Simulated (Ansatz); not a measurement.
Relaxation of C2H6BrGeN (11 atoms, charge 0, multiplicity 1), to a largest force component of 0.015 eV/Å in at most 40 steps.

Level of theory: RKS PBE-D4/def2-SVP in Ansatz.

```xyz
11
Properties=species:S:1:pos:R:3
C -1.024 1.267 0.538
C 0.084 1.077 -0.089
Br 1.379 2.455 -0.212
Ge 0.522 -0.628 -0.877
N 2.265 -0.562 -1.553
H -1.275 2.297 0.968
H -1.803 0.539 0.597
H 0.512 -1.687 0.289
H -0.438 -0.994 -1.925
H 2.271 0.254 -2.254
H 2.934 -0.236 -0.780
```

Where does it end, and by what steps?

The run converged. After 19 steps the energy has fallen by 0.453 eV; Br3 moved furthest, 1.34 Å.

| step | energy less start (eV) | largest force component (eV/Å) | accepted |
| --- | --- | --- | --- |
| 0 | 0.0000 | 3.173 | yes |
| 1 | -0.3097 | 1.375 | yes |
| 2 | -0.2220 | 0.787 | no |
| 3 | -0.3900 | 0.262 | yes |
| 4 | -0.3935 | 0.261 | yes |
| 5 | -0.3991 | 0.149 | yes |
| 6 | -0.4062 | 0.071 | yes |
| 7 | -0.4109 | 0.223 | yes |
| 8 | -0.4158 | 0.217 | yes |
| 9 | -0.4238 | 0.214 | yes |
| 10 | -0.4167 | 0.625 | no |
| 11 | -0.4333 | 0.139 | yes |
| 12 | -0.4408 | 0.060 | yes |
| 13 | -0.4467 | 0.111 | yes |
| 14 | -0.4478 | 0.288 | yes |
| 15 | -0.4511 | 0.089 | yes |
| 16 | -0.4524 | 0.026 | yes |
| 17 | -0.4528 | 0.039 | yes |
| 18 | -0.4528 | 0.043 | no |
| 19 | -0.4529 | 0.011 | yes |

```xyz
11
Properties=species:S:1:pos:R:3
C -0.866 1.288 0.829
C -0.114 1.164 -0.278
Br 0.517 2.724 -1.205
Ge 0.492 -0.534 -1.084
N 2.331 -0.667 -1.259
H -1.167 2.261 1.251
H -1.209 0.377 1.351
H 0.015 -1.678 -0.150
H -0.096 -0.638 -2.512
H 2.706 0.059 -1.883
H 2.818 -0.573 -0.360
```

Run time: 55 s on 2 threads of Arm Neoverse V2, with other jobs on the host, peak memory 0.2 GiB.
